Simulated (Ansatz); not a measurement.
Geometry optimisation of CH5BS2, SMILES `CB(S)S`.

```yaml
crystal:
  periodic: [false, false, false]
  atoms:
    - {symbol: C, position_ang: [-0.114730, 0.441800, 1.092490]}
    - {symbol: B, position_ang: [-0.077060, -0.030010, -0.414760]}
    - {symbol: S, position_ang: [0.926290, -1.414380, -0.973100]}
    - {symbol: S, position_ang: [-1.062800, 0.855840, -1.625890]}
    - {symbol: H, position_ang: [0.444760, -0.199380, 1.772040]}
    - {symbol: H, position_ang: [0.289320, 1.449540, 1.190170]}
    - {symbol: H, position_ang: [-1.138800, 0.495690, 1.461300]}
    - {symbol: H, position_ang: [1.456410, -1.747780, 0.196100]}
    - {symbol: H, position_ang: [-0.723380, 0.148680, -2.698340]}
basis:
  gaussian: {orbitals: def2-TZVP}
hamiltonian: {xc: pbe0, dispersion: d4}
relax: {f_tol: 0.005, max_steps: 150}
```

```sh
$ ansatz run in.yaml --threads 2 --pin off --events-out ev --progress --plain --max-ram 32768MiB --backend cpu
```

It prints (some lines left out):

```
Functional definition: PBE0
mean field -23458.99887184 eV, -862.1023074597 hartree, gradient 5.5e-5 eV, S^2 0.000000; 0 other end points of the search recorded, 0 dependent functions left out
relax step   1: F+E_penalty+E_count = -23459.17710218 eV  Δ(F+E_penalty+E_count) = +0.000e0 eV  max|allowed force component| = 4.909e-1 eV/Å  Δτ_max = 0.0000 Å  (27 SCF iters, accepted)
mean field -23459.01042503 eV, -862.1027320315 hartree, gradient 1.9e-5 eV, S^2 0.000000; 0 other end points of the search recorded, 0 dependent functions left out
relax step   2: F+E_penalty+E_count = -23459.18878990 eV  Δ(F+E_penalty+E_count) = -1.169e-2 eV  max|allowed force component| = 1.750e-1 eV/Å  Δτ_max = 0.0204 Å  (30 SCF iters, accepted)
mean field -23459.01123712 eV, -862.1027618753 hartree, gradient 1.9e-5 eV, S^2 0.000000; 0 other end points of the search recorded, 0 dependent functions left out
relax step   3: F+E_penalty+E_count = -23459.18958049 eV  Δ(F+E_penalty+E_count) = -7.906e-4 eV  max|allowed force component| = 1.074e-1 eV/Å  Δτ_max = 0.0207 Å  (30 SCF iters, accepted)
mean field -23459.01360584 eV, -862.1028489241 hartree, gradient 1.9e-5 eV, S^2 0.000000; 0 other end points of the search recorded, 0 dependent functions left out
relax step   4: F+E_penalty+E_count = -23459.19194598 eV  Δ(F+E_penalty+E_count) = -2.365e-3 eV  max|allowed force component| = 3.518e-2 eV/Å  Δτ_max = 0.0657 Å  (29 SCF iters, accepted)
mean field -23459.01287182 eV, -862.1028219492 hartree, gradient 2.0e-5 eV, S^2 0.000000; 0 other end points of the search recorded, 0 dependent functions left out
relax step   5: F+E_penalty+E_count = -23459.19113527 eV  Δ(F+E_penalty+E_count) = +8.107e-4 eV  max|allowed force component| = 2.244e-1 eV/Å  Δτ_max = 0.1061 Å  (28 SCF iters, rejected (line search))
mean field -23459.01488277 eV, -862.1028958505 hartree, gradient 2.0e-5 eV, S^2 0.000000; 0 other end points of the search recorded, 0 dependent functions left out
relax step   6: F+E_penalty+E_count = -23459.19322177 eV  Δ(F+E_penalty+E_count) = -1.276e-3 eV  max|allowed force component| = 1.684e-2 eV/Å  Δτ_max = 0.0530 Å  (30 SCF iters, accepted)
mean field -23459.01560474 eV, -862.1029223822 hartree, gradient 2.0e-5 eV, S^2 0.000000; 0 other end points of the search recorded, 0 dependent functions left out
relax step   7: F+E_penalty+E_count = -23459.19389671 eV  Δ(F+E_penalty+E_count) = -6.749e-4 eV  max|allowed force component| = 1.895e-1 eV/Å  Δτ_max = 0.0975 Å  (29 SCF iters, accepted)
mean field -23459.01746290 eV, -862.1029906685 hartree, gradient 1.9e-5 eV, S^2 0.000000; 0 other end points of the search recorded, 0 dependent functions left out
relax step   8: F+E_penalty+E_count = -23459.19580075 eV  Δ(F+E_penalty+E_count) = -1.904e-3 eV  max|allowed force component| = 8.950e-2 eV/Å  Δτ_max = 0.0196 Å  (30 SCF iters, accepted)
mean field -23459.02062007 eV, -862.1031066924 hartree, gradient 2.0e-5 eV, S^2 0.000000; 0 other end points of the search recorded, 0 dependent functions left out
relax step   9: F+E_penalty+E_count = -23459.19905642 eV  Δ(F+E_penalty+E_count) = -3.256e-3 eV  max|allowed force component| = 2.403e-2 eV/Å  Δτ_max = 0.0975 Å  (30 SCF iters, accepted)
mean field -23459.02178437 eV, -862.1031494795 hartree, gradient 2.0e-5 eV, S^2 0.000000; 0 other end points of the search recorded, 0 dependent functions left out
relax step  10: F+E_penalty+E_count = -23459.20021420 eV  Δ(F+E_penalty+E_count) = -1.158e-3 eV  max|allowed force component| = 3.929e-2 eV/Å  Δτ_max = 0.0533 Å  (30 SCF iters, accepted)
mean field -23459.00366403 eV, -862.1024835693 hartree, gradient 9.1e-6 eV, S^2 0.000000; 0 other end points of the search recorded, 0 dependent functions left out
relax step  11: F+E_penalty+E_count = -23459.18204784 eV  Δ(F+E_penalty+E_count) = +1.817e-2 eV  max|allowed force component| = 6.230e-1 eV/Å  Δτ_max = 0.1957 Å  (29 SCF iters, rejected (line search))
mean field -23459.02351470 eV, -862.1032130681 hartree, gradient 2.0e-5 eV, S^2 0.000000; 0 other end points of the search recorded, 0 dependent functions left out
relax step  12: F+E_penalty+E_count = -23459.20195572 eV  Δ(F+E_penalty+E_count) = -1.742e-3 eV  max|allowed force component| = 2.250e-2 eV/Å  Δτ_max = 0.0683 Å  (30 SCF iters, accepted)
mean field -23459.02361399 eV, -862.1032167169 hartree, gradient 1.9e-5 eV, S^2 0.000000; 0 other end points of the search recorded, 0 dependent functions left out
relax step  13: F+E_penalty+E_count = -23459.20205455 eV  Δ(F+E_penalty+E_count) = -9.883e-5 eV  max|allowed force component| = 1.664e-1 eV/Å  Δτ_max = 0.0977 Å  (29 SCF iters, accepted)
mean field -23459.02368030 eV, -862.1032191537 hartree, gradient 2.0e-5 eV, S^2 0.000000; 0 other end points of the search recorded, 0 dependent functions left out
relax step  14: F+E_penalty+E_count = -23459.20215957 eV  Δ(F+E_penalty+E_count) = -1.050e-4 eV  max|allowed force component| = 9.246e-2 eV/Å  Δτ_max = 0.0232 Å  (31 SCF iters, accepted)
mean field -23459.02614418 eV, -862.1033096997 hartree, gradient 1.9e-5 eV, S^2 0.000000; 0 other end points of the search recorded, 0 dependent functions left out
relax step  15: F+E_penalty+E_count = -23459.20461992 eV  Δ(F+E_penalty+E_count) = -2.460e-3 eV  max|allowed force component| = 2.208e-2 eV/Å  Δτ_max = 0.0416 Å  (30 SCF iters, accepted)
mean field -23459.02652175 eV, -862.1033235752 hartree, gradient 1.9e-5 eV, S^2 0.000000; 0 other end points of the search recorded, 0 dependent functions left out
relax step  16: F+E_penalty+E_count = -23459.20500943 eV  Δ(F+E_penalty+E_count) = -3.895e-4 eV  max|allowed force component| = 9.480e-3 eV/Å  Δτ_max = 0.0315 Å  (29 SCF iters, accepted)
mean field -23459.02602635 eV, -862.1033053695 hartree, gradient 2.0e-5 eV, S^2 0.000000; 0 other end points of the search recorded, 0 dependent functions left out
relax step  17: F+E_penalty+E_count = -23459.20450134 eV  Δ(F+E_penalty+E_count) = +5.081e-4 eV  max|allowed force component| = 1.550e-1 eV/Å  Δτ_max = 0.0945 Å  (30 SCF iters, rejected (line search))
mean field -23459.02570513 eV, -862.1032935649 hartree, gradient 1.9e-5 eV, S^2 0.000000; 0 other end points of the search recorded, 0 dependent functions left out
relax step  18: F+E_penalty+E_count = -23459.20422372 eV  Δ(F+E_penalty+E_count) = +7.857e-4 eV  max|allowed force component| = 8.674e-2 eV/Å  Δτ_max = 0.0473 Å  (29 SCF iters, rejected (line search))
mean field -23459.02672299 eV, -862.1033309706 hartree, gradient 1.9e-5 eV, S^2 0.000000; 0 other end points of the search recorded, 0 dependent functions left out
relax step  19: F+E_penalty+E_count = -23459.20522156 eV  Δ(F+E_penalty+E_count) = -2.121e-4 eV  max|allowed force component| = 8.873e-3 eV/Å  Δτ_max = 0.0236 Å  (30 SCF iters, accepted)
mean field -23459.02641834 eV, -862.1033197748 hartree, gradient 2.0e-5 eV, S^2 0.000000; 0 other end points of the search recorded, 0 dependent functions left out
relax step  20: F+E_penalty+E_count = -23459.20490309 eV  Δ(F+E_penalty+E_count) = +3.185e-4 eV  max|allowed force component| = 1.326e-1 eV/Å  Δτ_max = 0.0980 Å  (30 SCF iters, rejected (line search))
mean field -23459.02099888 eV, -862.1031206132 hartree, gradient 1.9e-5 eV, S^2 0.000000; 0 other end points of the search recorded, 0 dependent functions left out
relax step  21: F+E_penalty+E_count = -23459.19962087 eV  Δ(F+E_penalty+E_count) = +5.601e-3 eV  max|allowed force component| = 3.016e-1 eV/Å  Δτ_max = 0.0285 Å  (30 SCF iters, rejected (line search))
mean field -23459.02684246 eV, -862.1033353608 hartree, gradient 1.9e-5 eV, S^2 0.000000; 0 other end points of the search recorded, 0 dependent functions left out
relax step  22: F+E_penalty+E_count = -23459.20534198 eV  Δ(F+E_penalty+E_count) = -1.204e-4 eV  max|allowed force component| = 3.763e-3 eV/Å  Δτ_max = 0.0143 Å  (30 SCF iters, accepted)
mean field -23459.02710370 eV, -862.1033449614 hartree, gradient 1.9e-5 eV, S^2 0.000000; 0 other end points of the search recorded, 0 dependent functions left out
relax step  23: F+E_penalty+E_count = -23459.20559948 eV  Δ(F+E_penalty+E_count) = -2.575e-4 eV  max|allowed force component| = 2.447e-2 eV/Å  Δτ_max = 0.0488 Å  (30 SCF iters, accepted)
mean field -23459.02676782 eV, -862.1033326178 hartree, gradient 1.9e-5 eV, S^2 0.000000; 0 other end points of the search recorded, 0 dependent functions left out
relax step  24: F+E_penalty+E_count = -23459.20525081 eV  Δ(F+E_penalty+E_count) = +3.487e-4 eV  max|allowed force component| = 7.952e-2 eV/Å  Δτ_max = 0.0467 Å  (30 SCF iters, rejected (line search))
mean field -23459.02716338 eV, -862.1033471547 hartree, gradient 1.9e-5 eV, S^2 0.000000; 0 other end points of the search recorded, 0 dependent functions left out
relax step  25: F+E_penalty+E_count = -23459.20566100 eV  Δ(F+E_penalty+E_count) = -6.152e-5 eV  max|allowed force component| = 2.472e-2 eV/Å  Δτ_max = 0.0229 Å  (30 SCF iters, accepted)
mean field -23459.02724022 eV, -862.1033499783 hartree, gradient 1.9e-5 eV, S^2 0.000000; 0 other end points of the search recorded, 0 dependent functions left out
relax step  26: F+E_penalty+E_count = -23459.20573146 eV  Δ(F+E_penalty+E_count) = -7.047e-5 eV  max|allowed force component| = 3.105e-2 eV/Å  Δτ_max = 0.0259 Å  (29 SCF iters, accepted)
mean field -23459.02729464 eV, -862.1033519781 hartree, gradient 1.9e-5 eV, S^2 0.000000; 0 other end points of the search recorded, 0 dependent functions left out
relax step  27: F+E_penalty+E_count = -23459.20578621 eV  Δ(F+E_penalty+E_count) = -5.474e-5 eV  max|allowed force component| = 2.639e-2 eV/Å  Δτ_max = 0.0042 Å  (31 SCF iters, accepted)
mean field -23459.02733152 eV, -862.1033533334 hartree, gradient 1.9e-5 eV, S^2 0.000000; 0 other end points of the search recorded, 0 dependent functions left out
relax step  28: F+E_penalty+E_count = -23459.20583291 eV  Δ(F+E_penalty+E_count) = -4.670e-5 eV  max|allowed force component| = 7.819e-4 eV/Å  Δτ_max = 0.0059 Å  (31 SCF iters, accepted)
mean field -23459.02734930 eV, -862.1033539869 hartree, gradient 1.9e-5 eV, S^2 0.000000; 0 other end points of the search recorded, 0 dependent functions left out
relax step  29: F+E_penalty+E_count = -23459.20585123 eV  Δ(F+E_penalty+E_count) = -1.832e-5 eV  max|allowed force component| = 2.033e-3 eV/Å  Δτ_max = 0.0115 Å  (30 SCF iters, accepted)
mean field -23459.02736230 eV, -862.1033544646 hartree, gradient 1.9e-5 eV, S^2 0.000000; 0 other end points of the search recorded, 0 dependent functions left out
relax step  30: F+E_penalty+E_count = -23459.20586305 eV  Δ(F+E_penalty+E_count) = -1.182e-5 eV  max|allowed force component| = 8.742e-3 eV/Å  Δτ_max = 0.0236 Å  (30 SCF iters, accepted)
mean field -23459.02736478 eV, -862.1033545559 hartree, gradient 2.7e-5 eV, S^2 0.000000; 0 other end points of the search recorded, 0 dependent functions left out
relax step  31: F+E_penalty+E_count = -23459.20586627 eV  Δ(F+E_penalty+E_count) = -3.219e-6 eV  max|allowed force component| = 2.204e-3 eV/Å  Δτ_max = 0.0028 Å  (22 SCF iters, accepted)
mean field -23459.02736478 eV, -862.1033545559 hartree, gradient 2.9e-5 eV, S^2 0.000000; 1 other end points of the search recorded, 0 dependent functions left out
Total energy: -23459.20589343 eV, -862.1099153628 hartree
Atom 0 at    -0.159190     0.421720     1.090207 Å, force     0.000269    -0.001469     0.001301 eV/Å
Atom 1 at    -0.090344    -0.035189    -0.406269 Å, force    -0.000634     0.000829     0.000529 eV/Å
Atom 2 at     1.139051    -1.202043    -1.016483 Å, force     0.000695    -0.000537    -0.000314 eV/Å
Atom 3 at    -1.292841     0.637316    -1.561745 Å, force    -0.000160    -0.000098    -0.000072 eV/Å
Atom 4 at    -0.299326    -0.443330     1.746182 Å, force     0.000222     0.002204    -0.001202 eV/Å
Atom 5 at     0.784064     0.890208     1.388566 Å, force    -0.001441    -0.000468    -0.000278 eV/Å
Atom 6 at    -0.965157     1.130229     1.290309 Å, force     0.000979    -0.000448     0.000069 eV/Å
Atom 7 at     1.774100    -1.408444     0.149484 Å, force    -0.000062    -0.000028    -0.000077 eV/Å
Atom 8 at    -0.890349     0.009533    -2.680241 Å, force     0.000132     0.000015     0.000044 eV/Å
Dipole moment:     0.123034    -0.049833     0.188605 e Å
```

It took 3.4 min on 2 threads of an AMD EPYC 7R13 on a shared host, with 0.44 GiB of host memory at the peak.
